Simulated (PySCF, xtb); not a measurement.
CH₆AlBO₄, SMILES OB(O)[CH2][Al]([OH])[OH].

GFN2-xTB run with xtb 6.7.1 at its own geometry gives an orbital gap of 4.39 eV and a dipole moment of 1.60 D.

Coordinates come from a PBE0-D3(BJ)/def2-SVP optimisation. The structure was generated by enumeration; whether it is a known compound was not checked. The values are those of a single conformer.

Q: What does M06-2X/def2-TZVP (PySCF) give? (The exact figures need the calculation; the answer reports its results.)

A: gap 9.73 eV (levels -9.58 and 0.14 eV), dipole 2.05 D.
